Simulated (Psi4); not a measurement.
stibine (H3Sb), singlet (typed; the unrestricted solution is spin-contaminated), at a GFN2-xTB geometry (core potentials on Sb), with bond 4-1 at 1.8 times its length; HF/def2-SV(P) in Psi4.

The Psi4 input:
```
memory 2 GB

molecule mol {
0 1
  Sb   -0.001272   -0.000203    0.055059
  H    -0.864708   -1.029536   -0.960299
  H    -0.429639    1.287814   -0.941691
  H     2.447616   -0.446077   -1.674907
}

set basis def2-sv(p)
set reference uhf
set stability_analysis follow
set scf_type pk

energy('scf')
print_variables()
```

It wrote (shortened):

```
   => Loading Basis Set <=

    Name: DEF2-SV(P)
    Role: ORBITAL
    Keyword: BASIS

    !!!  WARNING: ECP capability is in beta. Please check occupations closely.  !!!

         ---------------------------------------------------------
                                   SCF
               by Justin Turney, Rob Parrish, Andy Simmonett
                          and Daniel G. A. Smith
                              UHF Reference
         ---------------------------------------------------------

  ==> Geometry <==

    Molecular point group: c1
    Full point group: C1

    Geometry (in Angstrom), charge = 0, multiplicity = 1:

       Center              X                  Y                   Z               Mass
    ------------   -----------------  -----------------  -----------------  -----------------
         SB          -0.009409866501     0.001522302087     0.030432005235   120.903812000000
         H           -0.872845866501    -1.027810697913    -0.984925994765     1.007825032230
         H           -0.437776866501     1.289539302087    -0.966317994765     1.007825032230
         H            2.439478133499    -0.444351697913    -1.699533994765     1.007825032230

  Running in c1 symmetry.

  Rotational constants: A =      2.97485  B =      1.40647  C =      1.39906 [cm^-1]
  Rotational constants: A =  89183.87593  B =  42164.79429  C =  41942.72168 [MHz]
  Nuclear repulsion =   19.001992475181655

  Charge       = 0
  Multiplicity = 1
  Electrons    = 26
  Nalpha       = 13
  Nbeta        = 13

  ==> Algorithm <==

  SCF Algorithm Type is PK.
  DIIS enabled.
  MOM disabled.
  Fractional occupation disabled.
  Guess Type is SAD.
  Energy threshold   = 1.00e-06
  Density threshold  = 1.00e-06
  Integral threshold = 1.00e-12

  ==> Primary Basis <==

  Basis Set: DEF2-SV(P)
    Blend: DEF2-SV(P)
    Number of shells: 16
    Number of basis functions: 32
    Number of Cartesian functions: 34
    Spherical Harmonics?: true
    Max angular momentum: 2

  Core potential: DEF2-SV(P)
    Number of shells: 4
    Number of ECP primitives: 18
    Number of ECP core electrons: 28
    Max angular momentum: 3

  ==> Integral Setup <==

  Using in-core PK algorithm.
   Calculation information:
      Number of atoms:                   4
      Number of AO shells:              16
      Number of primitives:             35
      Number of atomic orbitals:        34
      Number of basis functions:        32

      Integral cutoff                 1.00e-12
      Number of threads:                 1

  Performing in-core PK
  Using 279312 doubles for integral storage.
  We computed 9316 shell quartets total.
  Whereas there are 9316 unique shell quartets.

  ==> DiskJK: Disk-Based J/K Matrices <==

    J tasked:                  Yes
    K tasked:                  Yes
    wK tasked:                  No
    Schwarz Cutoff:          1E-12

  Minimum eigenvalue in the overlap matrix is 2.2932419334E-02.
  Reciprocal condition number of the overlap matrix is 6.2169250927E-03.
    Using symmetric orthogonalization.

  ==> Pre-Iterations <==

  SCF Guess: Superposition of Atomic Densities via on-the-fly atomic UHF (no occupation information).

   -------------------------
    Irrep   Nso     Nmo
   -------------------------
     A         32      32
   -------------------------
    Total      32      32
   -------------------------

  ==> Iterations <==

                        Total Energy        Delta E     RMS |[F,P]|

   @UHF iter SAD:  -238.44061898890672   -2.38441e+02   0.00000e+00
   @UHF iter   1:  -240.81755425337508   -2.37694e+00   5.04082e-03 DIIS/ADIIS
   @UHF iter   2:  -240.83261595574672   -1.50617e-02   1.42683e-03 DIIS/ADIIS
   @UHF iter   3:  -240.83393340192907   -1.31745e-03   3.60598e-04 DIIS/ADIIS
   @UHF iter   4:  -240.83424284125505   -3.09439e-04   1.12112e-04 DIIS/ADIIS
   @UHF iter   5:  -240.83426925180271   -2.64105e-05   3.61319e-05 DIIS
   @UHF iter   6:  -240.83427359863529   -4.34683e-06   1.20291e-05 DIIS
   @UHF iter   7:  -240.83427427309931   -6.74464e-07   2.82650e-06 DIIS
   @UHF iter   8:  -240.83427430206666   -2.89673e-08   6.20927e-07 DIIS
  Energy and wave function converged.

    Negative totally symmetric eigenvalue detected: -0.159505
    Wavefunction unstable!
    Lowest UHF->UHF stability eigenvalues:
       A -0.159505

    Rotating orbitals by 0.5 * pi / 2 radians along unstable eigenvector.
    Running SCF again with the rotated orbitals.
   @UHF iter   9:  -240.73309347644360   -2.40733e+02   6.96149e-03 DIIS/ADIIS
   @UHF iter  10:  -240.87120883791749   -1.38115e-01   2.83386e-03 DIIS/ADIIS
   @UHF iter  11:  -240.88959497909840   -1.83861e-02   9.22770e-04 DIIS/ADIIS
   @UHF iter  12:  -240.89131726387501   -1.72228e-03   2.65260e-04 DIIS/ADIIS
   @UHF iter  13:  -240.89153064755442   -2.13384e-04   1.04572e-04 DIIS/ADIIS
   @UHF iter  14:  -240.89156599828610   -3.53507e-05   3.27013e-05 DIIS
   @UHF iter  15:  -240.89156954281549   -3.54453e-06   9.20882e-06 DIIS
   @UHF iter  16:  -240.89156982835345   -2.85538e-07   4.45293e-06 DIIS
   @UHF iter  17:  -240.89156991224391   -8.38905e-08   2.12479e-06 DIIS
   @UHF iter  18:  -240.89156993746798   -2.52241e-08   7.55564e-07 DIIS
    Wavefunction stable under totally symmetric rotations.
    Lowest totally symmetric eigenvalue: 0.113653
    Lowest UHF->UHF stability eigenvalues:
       A 0.113653

    Stability analysis over.

  ==> Post-Iterations <==

   @Spin Contamination Metric:   9.130450422E-01
   @S^2 Expected:                0.000000000E+00
   @S^2 Observed:                9.130450422E-01
   @S   Expected:                0.000000000E+00
   @S   Observed:                0.000000000E+00

    Orbital Energies [Eh]
    ---------------------

    Alpha Occupied:

       1A     -6.522539     2A     -4.594212     3A     -4.590448
       4A     -4.587518     5A     -1.624072     6A     -1.621434
       7A     -1.619856     8A     -1.616548     9A     -1.615653
      10A     -0.702709    11A     -0.493916    12A     -0.462974
      13A     -0.374459

    Alpha Virtual:

      14A      0.026827    15A      0.113833    16A      0.175373
      17A      0.376580    18A      0.402073    19A      0.414662
      20A      0.503408    21A      0.507099    22A      0.541486
      23A      0.541979    24A      0.597682    25A      0.622706
      26A      0.674693    27A      0.820389    28A      0.973778
      29A     18.662435    30A     18.741280    31A     18.746007
      32A     54.917978

    Beta Occupied:

       1A     -6.527623     2A     -4.600833     3A     -4.595187
       4A     -4.590764     5A     -1.628367     6A     -1.626586
       7A     -1.624601     8A     -1.622060     9A     -1.618590
      10A     -0.755769    11A     -0.463396    12A     -0.392885
      13A     -0.326018

    Beta Virtual:

      14A      0.070511    15A      0.107137    16A      0.157763
      17A      0.350329    18A      0.396023    19A      0.409053
      20A      0.466712    21A      0.482275    22A      0.485861
      23A      0.499326    24A      0.597953    25A      0.624632
      26A      0.798188    27A      0.811244    28A      0.970539
      29A     18.646832    30A     18.738964    31A     18.744264
      32A     54.916560

    Final Occupation by Irrep:
              A
    DOCC [    13 ]
    SOCC [     0 ]
    NA   [    13 ]
    NB   [    13 ]

  @UHF Final Energy:  -240.89156993746798

   => Energetics <=

    Nuclear Repulsion Energy =             19.0019924751816554
    One-Electron Energy =                -458.9880864646335112
    Two-Electron Energy =                 199.0945240519838535
    Total Energy =                       -240.8915699374679775

  UHF NO Occupations:
  HONO-2 :   11  A 1.9989357
  HONO-1 :   12  A 1.9950599
  HONO-0 :   13  A 1.3160042
  LUNO+0 :   14  A 0.6839958
  LUNO+1 :   15  A 0.0049401
  LUNO+2 :   16  A 0.0010643
  LUNO+3 :   17  A 0.0003809

Computation Completed

Properties will be evaluated at   0.000000,   0.000000,   0.000000 [a0]

Properties computed using the SCF density matrix

 Multipole Moments:

 ------------------------------------------------------------------------------------
     Multipole            Electronic (a.u.)      Nuclear  (a.u.)        Total (a.u.)
 ------------------------------------------------------------------------------------

 L = 1.  Multiply by 2.5417464519 to convert [e a0] to [Debye]
 Dipole X            :         -1.7776924            1.7242399           -0.0534525
 Dipole Y            :          0.2881164           -0.2789427            0.0091736
 Dipole Z            :          5.6836965           -5.5762830            0.1074135
 Magnitude           :                                                    0.1203287

 ------------------------------------------------------------------------------------

  Variable Map:
  ----------------------------------------------------------------------------
  "CURRENT ENERGY"           =>    -240.891569937468
  "CURRENT REFERENCE ENERGY" =>    -240.891569937468
  "DD SOLVATION ENERGY"      =>       0.000000000000
  "HF KINETIC ENERGY"        =>      93.947731535057
  "HF POTENTIAL ENERGY"      =>    -334.839301472525
  "HF TOTAL ENERGY"          =>    -240.891569937468
  "HF VIRIAL RATIO"          =>       3.564102038457
  "NUCLEAR REPULSION ENERGY" =>      19.001992475182
  "ONE-ELECTRON ENERGY"      =>    -458.988086464634
  "PCM POLARIZATION ENERGY"  =>       0.000000000000
  "PE ENERGY"                =>       0.000000000000
  "SCF ITERATION ENERGY"     =>    -240.891569937468
  "SCF ITERATIONS"           =>      18.000000000000
  "SCF TOTAL ENERGY"         =>    -240.891569937468
  "TWO-ELECTRON ENERGY"      =>     199.094524051984

  Array Variable Map:
  ----------------------------------------------------------------------------
  "CURRENT DIPOLE"           =>      -0.053452505501 ... 0.107413525132 1 by 3
  "SCF DIPOLE"               =>      -0.053452505501 ... 0.107413525132 1 by 3
  "SCF STABILITY EIGENVALUES" =>       0.113653013781 ... 0.113653013781 1 by 1
  "SCF TOTAL ENERGIES"       =>    -238.440618988907 ... -240.891569937468 1 by 19
```
